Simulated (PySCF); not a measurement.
C2H6ClGa, triplet, geometry from GFN2-xTB (such geometries of metal compounds can be far from the true shape) (a higher spin typed on purpose: for a closed-shell molecule this is an excited state), with bond 10-1 at 1.3 times its length; PBE0/6-31G* run with PySCF.

PySCF was given this input:
```python
from pyscf import gto, scf, dft

mol = gto.M(
    atom='''
Ga   -0.23012450    0.22160435    0.51911903
C    -1.81614186   -0.92164488   -0.71698290
H    -1.33738187   -1.16695931   -1.65567350
H    -2.69517065   -0.30122640   -0.82458024
H    -1.98123842   -1.79145481   -0.09160707
C    -0.39486748    1.73205487   -1.22507154
H    -0.12481540    1.18943598   -2.12107453
H     0.35198446    2.46260188   -0.93669328
H    -1.39880982    2.13337926   -1.24387166
Cl    2.17850509   -1.15679675    0.03032771
''',
    basis='6-31g*',
    spin=2,
    verbose=4,
)

mf = dft.UKS(mol)
mf.xc = 'pbe0'
mf.level_shift = 0.5
mf.max_cycle = 100
mf.kernel()
mf.analyze()
```

What the program printed (banner, timings and long lists left out):

```
PySCF version 2.14.0

[INPUT] verbose = 4
[INPUT] num. atoms = 10
[INPUT] num. electrons = 66
[INPUT] charge = 0
[INPUT] spin (= nelec alpha-beta = 2S) = 2
[INPUT] symmetry False subgroup None
[INPUT] Mole.unit = angstrom
[INPUT] Symbol           X                Y                Z      unit          X                Y                Z       unit  Magmom
[...]
nuclear repulsion = 290.856742017878
number of shells = 44
number of NR pGTOs = 224
number of NR cGTOs = 90
basis = 6-31g*
ecp = {}

******** <class 'pyscf.dft.uks.UKS'> ********
method = UKS
initial guess = minao
damping factor = 0
level_shift factor = 0.5
DIIS = <class 'pyscf.scf.diis.CDIIS'>
diis_start_cycle = 1
diis_space = 8
diis_damp = 0
SCF conv_tol = 1e-09
SCF conv_tol_grad = None
SCF max_cycles = 100
direct_scf = True
direct_scf_tol = 1e-13
number electrons alpha = 34  beta = 32
XC library pyscf.dft.libxc version 7.1.2
    S. Lehtola, C. Steigemann, M. J. T. Oliveira, and M. A. L. Marques,  SoftwareX 7, 1–5 (2018)
XC functionals = pbe0
    C. Adamo and V. Barone,  J. Chem. Phys. 110, 6158 (1999)
    M. Ernzerhof and G. E. Scuseria,  J. Chem. Phys. 110, 5029 (1999)
radial grids:
    Treutler-Ahlrichs [JCP 102, 346 (1995); DOI:10.1063/1.469408] (M4) radial grids

becke partition: Becke, JCP 88, 2547 (1988); DOI:10.1063/1.454033
pruning grids: <function nwchem_prune>
grids dens level: 3
symmetrized grids: False
atomic radii adjust function: <function treutler_atomic_radii_adjust>
small_rho_cutoff = 0
Set gradient conv threshold to 3.16228e-05
tot grids = 126872
init E= -2463.14176829667

cycle= 1 E= -2463.87639422804  delta_E= -0.735  |g|= 0.366  |ddm|= 1.68
cycle= 2 E= -2463.96707723062  delta_E= -0.0907  |g|= 0.193  |ddm|= 0.578
cycle= 3 E= -2463.98061749391  delta_E= -0.0135  |g|= 0.0791  |ddm|= 0.179
cycle= 4 E= -2463.98559052999  delta_E= -0.00497  |g|= 0.0357  |ddm|= 0.112
cycle= 5 E= -2463.98740897656  delta_E= -0.00182  |g|= 0.0204  |ddm|= 0.073
cycle= 6 E= -2463.98831479273  delta_E= -0.000906  |g|= 0.014  |ddm|= 0.0511
cycle= 7 E= -2463.98883292587  delta_E= -0.000518  |g|= 0.0101  |ddm|= 0.0388
cycle= 8 E= -2463.98914146674  delta_E= -0.000309  |g|= 0.0075  |ddm|= 0.0307
cycle= 9 E= -2463.98931527376  delta_E= -0.000174  |g|= 0.00581  |ddm|= 0.022
cycle= 10 E= -2463.98941882352  delta_E= -0.000104  |g|= 0.00443  |ddm|= 0.0162
cycle= 11 E= -2463.98947728539  delta_E= -5.85e-05  |g|= 0.00363  |ddm|= 0.0119
cycle= 12 E= -2463.98951452337  delta_E= -3.72e-05  |g|= 0.00289  |ddm|= 0.00873
cycle= 13 E= -2463.98953726907  delta_E= -2.27e-05  |g|= 0.0026  |ddm|= 0.00657
cycle= 14 E= -2463.98955363337  delta_E= -1.64e-05  |g|= 0.0023  |ddm|= 0.00523
cycle= 15 E= -2463.98956560301  delta_E= -1.2e-05  |g|= 0.00194  |ddm|= 0.00419
cycle= 16 E= -2463.98957399376  delta_E= -8.39e-06  |g|= 0.00172  |ddm|= 0.00339
cycle= 17 E= -2463.98958009775  delta_E= -6.1e-06  |g|= 0.00164  |ddm|= 0.003
cycle= 18 E= -2463.98958482154  delta_E= -4.72e-06  |g|= 0.00146  |ddm|= 0.00249
cycle= 19 E= -2463.98958851217  delta_E= -3.69e-06  |g|= 0.00135  |ddm|= 0.00227
cycle= 20 E= -2463.98959150519  delta_E= -2.99e-06  |g|= 0.00123  |ddm|= 0.00205
cycle= 21 E= -2463.98959383124  delta_E= -2.33e-06  |g|= 0.0011  |ddm|= 0.00181
cycle= 22 E= -2463.98959568475  delta_E= -1.85e-06  |g|= 0.000976  |ddm|= 0.00162
cycle= 23 E= -2463.98959708265  delta_E= -1.4e-06  |g|= 0.000901  |ddm|= 0.00145
cycle= 24 E= -2463.98959820411  delta_E= -1.12e-06  |g|= 0.000804  |ddm|= 0.00127
cycle= 25 E= -2463.98959907039  delta_E= -8.66e-07  |g|= 0.00075  |ddm|= 0.00119
cycle= 26 E= -2463.989599795  delta_E= -7.25e-07  |g|= 0.000668  |ddm|= 0.00111
cycle= 27 E= -2463.98960034392  delta_E= -5.49e-07  |g|= 0.000586  |ddm|= 0.000953
cycle= 28 E= -2463.989600753  delta_E= -4.09e-07  |g|= 0.000494  |ddm|= 0.000786
cycle= 29 E= -2463.98960103529  delta_E= -2.82e-07  |g|= 0.000428  |ddm|= 0.000648
cycle= 30 E= -2463.98960124193  delta_E= -2.07e-07  |g|= 0.000372  |ddm|= 0.000551
cycle= 31 E= -2463.98960139338  delta_E= -1.51e-07  |g|= 0.000331  |ddm|= 0.000488
cycle= 32 E= -2463.98960151068  delta_E= -1.17e-07  |g|= 0.000279  |ddm|= 0.000421
cycle= 33 E= -2463.98960159457  delta_E= -8.39e-08  |g|= 0.000235  |ddm|= 0.000348
cycle= 34 E= -2463.98960165416  delta_E= -5.96e-08  |g|= 0.000195  |ddm|= 0.000278
cycle= 35 E= -2463.98960169667  delta_E= -4.25e-08  |g|= 0.000156  |ddm|= 0.000215
cycle= 36 E= -2463.98960172631  delta_E= -2.96e-08  |g|= 0.000128  |ddm|= 0.000183
cycle= 37 E= -2463.98960174731  delta_E= -2.1e-08  |g|= 0.000108  |ddm|= 0.000154
cycle= 38 E= -2463.98960176249  delta_E= -1.52e-08  |g|= 9.59e-05  |ddm|= 0.000138
cycle= 39 E= -2463.98960177366  delta_E= -1.12e-08  |g|= 9.06e-05  |ddm|= 0.00013
cycle= 40 E= -2463.98960178265  delta_E= -8.99e-09  |g|= 8.23e-05  |ddm|= 0.000113
cycle= 41 E= -2463.98960178976  delta_E= -7.1e-09  |g|= 7.25e-05  |ddm|= 9.74e-05
cycle= 42 E= -2463.9896017951  delta_E= -5.34e-09  |g|= 6.54e-05  |ddm|= 8.79e-05
cycle= 43 E= -2463.98960179929  delta_E= -4.19e-09  |g|= 5.66e-05  |ddm|= 7.43e-05
cycle= 44 E= -2463.98960180229  delta_E= -3e-09  |g|= 5.05e-05  |ddm|= 6.39e-05
cycle= 45 E= -2463.98960180448  delta_E= -2.19e-09  |g|= 4.5e-05  |ddm|= 5.27e-05
cycle= 46 E= -2463.98960180616  delta_E= -1.68e-09  |g|= 3.96e-05  |ddm|= 4.72e-05
cycle= 47 E= -2463.98960180743  delta_E= -1.27e-09  |g|= 3.53e-05  |ddm|= 4.09e-05
cycle= 48 E= -2463.98960180833  delta_E= -8.99e-10  |g|= 3.18e-05  |ddm|= 3.63e-05
cycle= 49 E= -2463.98960180903  delta_E= -7.06e-10  |g|= 2.91e-05  |ddm|= 3.26e-05
Extra cycle  E= -2463.98960180799  delta_E= 1.04e-09  |g|= 6.1e-05  |ddm|= 0.000179
converged SCF energy = -2463.98960180799  <S^2> = 2.0165408  2S+1 = 3.011007
**** SCF Summaries ****
Total Energy =                       -2463.989601807990766
Nuclear Repulsion Energy =             290.856742017877707
One-electron Energy =                -4004.580338510879301
Two-electron Energy =                 1249.733994685010657
Two-electron Coulomb Energy =         1365.487932148158961
DFT Exchange-Correlation Energy =     -115.753937463148219
**** MO energy ****
                             alpha | beta                alpha | beta
[...]
To work with the spin densities directly, `use mulliken_meta_spin()` only printing them here.

 ** Mulliken spin pop alpha/beta on meta-lowdin orthogonal AOs **
 ** Mulliken Spin Density (per AO)  **
spin_pop of  0 Ga 1s        0.00000
spin_pop of  0 Ga 2s        0.00002
spin_pop of  0 Ga 3s        0.00091
spin_pop of  0 Ga 4s        0.21246
spin_pop of  0 Ga 5s        0.00058
spin_pop of  0 Ga 2px       0.00000
spin_pop of  0 Ga 2py       0.00000
spin_pop of  0 Ga 2pz       0.00000
spin_pop of  0 Ga 3px      -0.00000
spin_pop of  0 Ga 3py       0.00000
spin_pop of  0 Ga 3pz       0.00001
spin_pop of  0 Ga 4px       0.01440
spin_pop of  0 Ga 4py       0.10483
spin_pop of  0 Ga 4pz       0.32390
spin_pop of  0 Ga 5px       0.00114
spin_pop of  0 Ga 5py       0.00299
spin_pop of  0 Ga 5pz       0.00180
spin_pop of  0 Ga 3dxy     -0.00001
spin_pop of  0 Ga 3dyz      0.00011
spin_pop of  0 Ga 3dz^2    -0.00012
spin_pop of  0 Ga 3dxz     -0.00007
spin_pop of  0 Ga 3dx2-y2   -0.00002
spin_pop of  0 Ga 4dxy      0.00047
spin_pop of  0 Ga 4dyz      0.00096
spin_pop of  0 Ga 4dz^2     0.00019
spin_pop of  0 Ga 4dxz      0.00037
spin_pop of  0 Ga 4dx2-y2    0.00046
spin_pop of  0 Ga 5dxy      0.00025
spin_pop of  0 Ga 5dyz      0.00048
spin_pop of  0 Ga 5dz^2     0.00008
spin_pop of  0 Ga 5dxz      0.00024
spin_pop of  0 Ga 5dx2-y2    0.00026
spin_pop of  1 C 1s       -0.00001
spin_pop of  1 C 2s        0.05148
spin_pop of  1 C 3s        0.00023
spin_pop of  1 C 2px       0.24027
spin_pop of  1 C 2py       0.19597
spin_pop of  1 C 2pz       0.13680
spin_pop of  1 C 3px       0.00014
spin_pop of  1 C 3py       0.00029
spin_pop of  1 C 3pz       0.00025
spin_pop of  1 C 3dxy     -0.00025
spin_pop of  1 C 3dyz     -0.00013
spin_pop of  1 C 3dz^2    -0.00008
spin_pop of  1 C 3dxz     -0.00010
spin_pop of  1 C 3dx2-y2   -0.00006
spin_pop of  2 H 1s       -0.00840
spin_pop of  2 H 2s        0.00029
spin_pop of  3 H 1s       -0.01390
spin_pop of  3 H 2s        0.00010
spin_pop of  4 H 1s       -0.00204
spin_pop of  4 H 2s        0.00021
spin_pop of  5 C 1s       -0.00001
spin_pop of  5 C 2s        0.05149
spin_pop of  5 C 3s        0.00023
spin_pop of  5 C 2px       0.01528
spin_pop of  5 C 2py       0.26746
spin_pop of  5 C 2pz       0.29116
spin_pop of  5 C 3px      -0.00004
spin_pop of  5 C 3py       0.00027
spin_pop of  5 C 3pz       0.00046
spin_pop of  5 C 3dxy     -0.00011
spin_pop of  5 C 3dyz     -0.00036
spin_pop of  5 C 3dz^2    -0.00012
spin_pop of  5 C 3dxz      0.00001
spin_pop of  5 C 3dx2-y2   -0.00005
spin_pop of  6 H 1s       -0.00846
spin_pop of  6 H 2s        0.00029
spin_pop of  7 H 1s       -0.00202
spin_pop of  7 H 2s        0.00021
spin_pop of  8 H 1s       -0.01386
spin_pop of  8 H 2s        0.00010
spin_pop of  9 Cl 1s       -0.00000
spin_pop of  9 Cl 2s       -0.00000
spin_pop of  9 Cl 3s        0.00053
spin_pop of  9 Cl 4s        0.00004
spin_pop of  9 Cl 2px       0.00000
spin_pop of  9 Cl 2py       0.00000
spin_pop of  9 Cl 2pz       0.00000
spin_pop of  9 Cl 3px       0.04289
spin_pop of  9 Cl 3py       0.05143
spin_pop of  9 Cl 3pz       0.03520
spin_pop of  9 Cl 4px      -0.00005
spin_pop of  9 Cl 4py       0.00003
spin_pop of  9 Cl 4pz       0.00024
spin_pop of  9 Cl 3dxy     -0.00001
spin_pop of  9 Cl 3dyz      0.00000
spin_pop of  9 Cl 3dz^2     0.00000
spin_pop of  9 Cl 3dxz     -0.00000
spin_pop of  9 Cl 3dx2-y2   -0.00000
 ** Mulliken Spin Density (per atom)  **
spin density of  0 Ga =      0.66671
spin density of  1 C =      0.62481
spin density of  2 H =     -0.00811
spin density of  3 H =     -0.01380
spin density of  4 H =     -0.00183
spin density of  5 C =      0.62568
spin density of  6 H =     -0.00817
spin density of  7 H =     -0.00181
spin density of  8 H =     -0.01376
spin density of  9 Cl =      0.13028
 ** Mulliken pop alpha/beta on meta-lowdin orthogonal AOs **
 ** Mulliken pop       alpha | beta **
In total            34.00000 | 32.00000
 ** Mulliken atomic charges   ( Nelec_alpha | Nelec_beta ) **
charge of  0Ga =      0.33379  (    15.66646     14.99975 )
charge of  1C =     -0.34751  (     3.48616      2.86135 )
charge of  2H =      0.14701  (     0.42244      0.43055 )
charge of  3H =      0.13414  (     0.42603      0.43983 )
charge of  4H =      0.14717  (     0.42550      0.42733 )
charge of  5C =     -0.34701  (     3.48635      2.86066 )
charge of  6H =      0.14636  (     0.42274      0.43090 )
charge of  7H =      0.14783  (     0.42518      0.42699 )
charge of  8H =      0.13421  (     0.42602      0.43978 )
charge of  9Cl =     -0.49597  (     8.81312      8.68285 )
Dipole moment(X, Y, Z, Debye): -6.58398,  3.29399, -1.16801
```
